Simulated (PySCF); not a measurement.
C₂H₇O (SMILES C[OH+]C), charge +1, singlet, geometry from GFN2-xTB; DF-M062X/STO-3G run with PySCF.

PySCF was given this input:
```python
from pyscf import gto, scf, dft

mol = gto.M(
    atom='''
C     1.10967298    0.54922356    0.04860559
O     0.03350020   -0.26768774   -0.47828916
C    -1.16420259   -0.25473849    0.33929896
H     1.40258613    0.23749568    1.05185818
H     0.76404907    1.58231963    0.06944989
H     1.95603381    0.47188039   -0.63243928
H     0.34834441   -1.19130007   -0.56990702
H    -1.90557419   -0.89344774   -0.13876942
H    -1.53957651    0.76783903    0.36394651
H    -0.96668669   -0.60019546    1.35474718
''',
    basis='sto-3g',
    charge=1,
    verbose=4,
)

mf = dft.RKS(mol)
mf.xc = 'm062x'
mf = mf.density_fit(auxbasis='def2-universal-jkfit')
mf.kernel()
mf.analyze()
```

Output, abridged:

```
PySCF version 2.14.0

[INPUT] verbose = 4
[INPUT] num. atoms = 10
[INPUT] num. electrons = 26
[INPUT] charge = 1
[INPUT] spin (= nelec alpha-beta = 2S) = 0
[INPUT] symmetry False subgroup None
[INPUT] Mole.unit = angstrom
[INPUT] Symbol           X                Y                Z      unit          X                Y                Z       unit  Magmom
[INPUT]  1 C      1.109672980000   0.549223560000   0.048605590000 AA    2.096978020030   1.037882109559   0.091851253223 Bohr   0.0
[INPUT]  2 O      0.033500200000  -0.267687740000  -0.478289160000 AA    0.063306203118  -0.505856515504  -0.903835520748 Bohr   0.0
[INPUT]  3 C     -1.164202590000  -0.254738490000   0.339298960000 AA   -2.200024048609  -0.481385979485   0.641182108750 Bohr   0.0
[INPUT]  4 H      1.402586130000   0.237495680000   1.051858180000 AA    2.650503651814   0.448801790967   1.987723882083 Bohr   0.0
[INPUT]  5 H      0.764049070000   1.582319630000   0.069449890000 AA    1.443843488029   2.990150742223   0.131241271481 Bohr   0.0
[INPUT]  6 H      1.956033810000   0.471880390000  -0.632439280000 AA    3.696368191290   0.891724700653  -1.195137029617 Bohr   0.0
[INPUT]  7 H      0.348344410000  -1.191300070000  -0.569907020000 AA    0.658275531923  -2.251230864475  -1.076968184267 Bohr   0.0
[INPUT]  8 H     -1.905574190000  -0.893447740000  -0.138769420000 AA   -3.601013329140  -1.688371535212  -0.262236198265 Bohr   0.0
[INPUT]  9 H     -1.539576510000   0.767839030000   0.363946510000 AA   -2.909377951714   1.451005474452   0.687759227891 Bohr   0.0
[INPUT] 10 H     -0.966686690000  -0.600195460000   1.354747180000 AA   -1.826773092362  -1.134205040607   2.560101138227 Bohr   0.0

nuclear repulsion = 91.1926042679199
number of shells = 16
number of NR pGTOs = 66
number of NR cGTOs = 22
basis = sto-3g
ecp = {}

******** <class 'pyscf.df.df_jk.DFRKS'> ********
method = DFRKS
initial guess = minao
damping factor = 0
level_shift factor = 0
DIIS = <class 'pyscf.scf.diis.CDIIS'>
diis_start_cycle = 1
diis_space = 8
diis_damp = 0
SCF conv_tol = 1e-09
SCF conv_tol_grad = None
SCF max_cycles = 50
direct_scf = False
XC library pyscf.dft.libxc version 7.1.2
    S. Lehtola, C. Steigemann, M. J. T. Oliveira, and M. A. L. Marques,  SoftwareX 7, 1–5 (2018)
XC functionals = m062x
    Y. Zhao and D. G. Truhlar,  Theor. Chem. Acc. 120, 215 (2008)
    Y. Zhao and D. G. Truhlar,  Theor. Chem. Acc. 120, 215 (2008)
radial grids:
    Treutler-Ahlrichs [JCP 102, 346 (1995); DOI:10.1063/1.469408] (M4) radial grids

becke partition: Becke, JCP 88, 2547 (1988); DOI:10.1063/1.454033
pruning grids: <function nwchem_prune>
grids dens level: 3
symmetrized grids: False
atomic radii adjust function: <function treutler_atomic_radii_adjust>
small_rho_cutoff = 0
Set gradient conv threshold to 3.16228e-05
Initial guess from minao.
tot grids = 110976
******** <class 'pyscf.df.df.DF'> ********
auxbasis = def2-universal-jkfit
init E= -153.957516392878
  HOMO = -0.341680444298051  LUMO = 0.169750991962104  gap/eV = 13.91676
cycle= 1 E= -153.380829630865  delta_E= 0.577  |g|= 0.235  |ddm|= 3.42
  HOMO = -0.636919662635821  LUMO = -0.0534585108415641  gap/eV = 15.87679
cycle= 2 E= -153.398382094579  delta_E= -0.0176  |g|= 0.117  |ddm|= 0.468
  HOMO = -0.628366623375188  LUMO = -0.0247691006016083  gap/eV = 16.42473
cycle= 3 E= -153.402330336305  delta_E= -0.00395  |g|= 0.0169  |ddm|= 0.156
  HOMO = -0.624518408830246  LUMO = -0.0201462570199997  gap/eV = 16.44580
cycle= 4 E= -153.402415169183  delta_E= -8.48e-05  |g|= 0.0068  |ddm|= 0.0276
  HOMO = -0.626936740736481  LUMO = -0.0222365364141059  gap/eV = 16.45473
cycle= 5 E= -153.402429174144  delta_E= -1.4e-05  |g|= 0.00055  |ddm|= 0.00903
  HOMO = -0.626871072160756  LUMO = -0.0221406416724121  gap/eV = 16.45555
cycle= 6 E= -153.402429335659  delta_E= -1.62e-07  |g|= 7.69e-05  |ddm|= 0.00138
  HOMO = -0.626868168862217  LUMO = -0.0221306848718767  gap/eV = 16.45575
cycle= 7 E= -153.402429340139  delta_E= -4.48e-09  |g|= 8.07e-06  |ddm|= 0.000284
  HOMO = -0.626868041712626  LUMO = -0.0221291396496274  gap/eV = 16.45578
cycle= 8 E= -153.402429340181  delta_E= -4.2e-11  |g|= 4.75e-07  |ddm|= 2.67e-05
  HOMO = -0.626868050196244  LUMO = -0.022129122457881  gap/eV = 16.45578
Extra cycle  E= -153.402429340181  delta_E= -5.68e-14  |g|= 1.15e-07  |ddm|= 1.21e-06
converged SCF energy = -153.402429340181
**** SCF Summaries ****
Total Energy =                        -153.402429340181413
Nuclear Repulsion Energy =              91.192604267919862
One-electron Energy =                 -380.365720962015075
Two-electron Energy =                  135.770687353913814
Two-electron Coulomb Energy =          157.399025143391214
DFT Exchange-Correlation Energy =      -21.628337789477406
HOMO-LUMO gap [eV] =                    16.455784404009474
**** MO energy ****
MO #1   energy= -19.9085067305101  occ= 2
MO #2   energy= -10.7144269068048  occ= 2
MO #3   energy= -10.7142053761197  occ= 2
MO #4   energy= -1.51908097460963  occ= 2
MO #5   energy= -1.07256219143043  occ= 2
MO #6   energy= -1.02423812955196  occ= 2
MO #7   energy= -0.884058994712234 occ= 2
MO #8   energy= -0.807707980194972 occ= 2
MO #9   energy= -0.803470297403154 occ= 2
MO #10  energy= -0.700215945362208 occ= 2
MO #11  energy= -0.699017826430713 occ= 2
MO #12  energy= -0.682061840394827 occ= 2
MO #13  energy= -0.626868050196244 occ= 2
MO #14  energy= -0.022129122457881 occ= 0
MO #15  energy= 0.0921541287346746 occ= 0
MO #16  energy= 0.0989542849128505 occ= 0
MO #17  energy= 0.25059699185711   occ= 0
MO #18  energy= 0.267544956264223  occ= 0
MO #19  energy= 0.268161094940621  occ= 0
MO #20  energy= 0.288297046945053  occ= 0
MO #21  energy= 0.28939495754283   occ= 0
 ** Mulliken pop on meta-lowdin orthogonal AOs  **
 ** Mulliken pop  **
pop of  0 C 1s            1.99972
pop of  0 C 2s            1.05212
pop of  0 C 2px           0.89038
pop of  0 C 2py           0.99486
pop of  0 C 2pz           1.07268
pop of  1 O 1s            1.99986
pop of  1 O 2s            1.56661
pop of  1 O 2px           1.29765
pop of  1 O 2py           1.33141
pop of  1 O 2pz           1.72666
pop of  2 C 1s            1.99972
pop of  2 C 2s            1.05215
pop of  2 C 2px           0.82229
pop of  2 C 2py           1.14479
pop of  2 C 2pz           0.99082
pop of  3 H 1s            0.90077
pop of  4 H 1s            0.88818
pop of  5 H 1s            0.88759
pop of  6 H 1s            0.70525
pop of  7 H 1s            0.88757
pop of  8 H 1s            0.88817
pop of  9 H 1s            0.90074
 ** Mulliken atomic charges  **
charge of    0C =     -0.00976
charge of    1O =      0.07780
charge of    2C =     -0.00976
charge of    3H =      0.09923
charge of    4H =      0.11182
charge of    5H =      0.11241
charge of    6H =      0.29475
charge of    7H =      0.11243
charge of    8H =      0.11183
charge of    9H =      0.09926

WARN: System has nonzero charge 1; the dipole moment is origin-dependent.
Location of origin: [0. 0. 0.]

Dipole moment(X, Y, Z, Debye):  0.55683, -1.48175,  0.26141
```
